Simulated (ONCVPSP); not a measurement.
# What one change does to a pseudopotential (cerium (Ce), ONCV)

ONCVPSP 4.0.1 input, shortened (lines: element, Z, core and valence counts, functional; n l f; lmax; l rc ep ncon nbas qcut; lloc lpopt rc5 dvloc0; l nproj debl; icmod fcfact rcfact), revPBE, scalar-relativistic:

```
  Ce 58.00    9    5  -102130      upf
    1    0    2.00
    2    0    2.00
    2    1    6.00
    3    0    2.00
    3    1    6.00
    3    2   10.00
    4    0    2.00
    4    1    6.00
    4    2   10.00
    4    3    1.00
    5    0    2.00
    5    1    6.00
    5    2    1.00
    6    0    1.00
    3
    0    2.25    0.00    4    9    5.10
    1    2.70    0.00    4    8    4.10
    2    3.25    0.00    3    8    3.80
    3    0.85    0.00    3    8   14.70
    4    4    0.80    3.00
    0    2    1.60
    1    3    3.80
    2    2    0.60
    3    1    3.60
    1    0.40    0.00
```

All-electron outer shells of the reference configuration (revPBE, scalar-relativistic, ld1.x):

```json
{"shell": "4d", "level (eV)": "-116.38", "outermost node (bohr)": "0.31", "outermost maximum (bohr)": "0.66"}
{"shell": "5s", "level (eV)": "-46.46", "outermost node (bohr)": "0.75", "outermost maximum (bohr)": "1.37"}
{"shell": "5p", "level (eV)": "-29.09", "outermost node (bohr)": "0.81", "outermost maximum (bohr)": "1.55"}
{"shell": "4f", "level (eV)": "-11.23", "outermost node (bohr)": "–", "outermost maximum (bohr)": "0.71"}
{"shell": "5d", "level (eV)": "-8.50", "outermost node (bohr)": "0.92", "outermost maximum (bohr)": "2.12"}
{"shell": "6s", "level (eV)": "-8.38", "outermost node (bohr)": "1.81", "outermost maximum (bohr)": "3.54"}
```

Change: d: qcut 4.3.

Cutoffs: the cutoffs (Ha) at which the residual kinetic energy of the hardest occupied pseudo-wave falls to 1 and 0.1 mHa per electron; they do not see the model core or the augmentation charge, which bear on the density cutoff. Errors are all-electron minus pseudo energies relative to the spin-unpolarised reference configuration.

Problem. Predict the effect on cutoff, ghosts and configuration errors.

Solution. The potential gets neither clearly harder nor softer (141 Ha and 485 Ha → 141 Ha and 485 Ha); the bound ghosts move from d, s to s; of the 4 tests that both files solve, the error grows in 1 and shrinks in 2 by more than 15 % and 0.3 meV (median size 2.1 → 4.3 meV).

```csv
quantity,base,changed
"cutoff, loose",141 Ha,141 Ha
"cutoff, tight",485 Ha,485 Ha
loose cutoff by channel,"s 9.6 Ha, p 5.3 Ha, d 5.2 Ha, f 141 Ha","s 9.6 Ha, p 5.3 Ha, d 5.8 Ha, f 141 Ha"
bound ghosts,"s, d",s
GHOST(+) flags under 300 eV,p at 121.0 eV,p at 121.0 eV
"error for 4f1 5s2 5p6 5d1 6s2, meV [ΔE -6.00 eV]",+0.7,+0.8
"error for 4f1 5s2 5p6 5d1 6s0, meV [ΔE 10.95 eV]",-3.5,-2.9
"error for 4f1 5s2 5p6 5d0 6s0, meV [ΔE 30.07 eV]",+21,+7.8
"error for 4f1 5s2 5p6 5d2 6s0, meV [ΔE 0.12 eV]",-0.5,-5.7
s: phases at 2.28 bohr within 0.05 rad from the reference energy up to (Ha; the scan ends near 5),4.6,4.6
p: phases at 2.74 bohr within 0.05 rad from the reference energy up to (Ha; the scan ends near 5),4.2,4.2
d: phases at 3.30 bohr within 0.05 rad from the reference energy up to (Ha; the scan ends near 5),3.0,3.1
f: phases at 0.86 bohr within 0.05 rad from the reference energy up to (Ha; the scan ends near 5),to the end of the scan,to the end of the scan
"rms error of d²Exc/dni dnj with the model core, mHa",1.72,1.72
```

 A true bound ghost makes a file unfit for plane-wave use even where its test errors are small: the radial tests pick states by their node count and pass the ghost by.
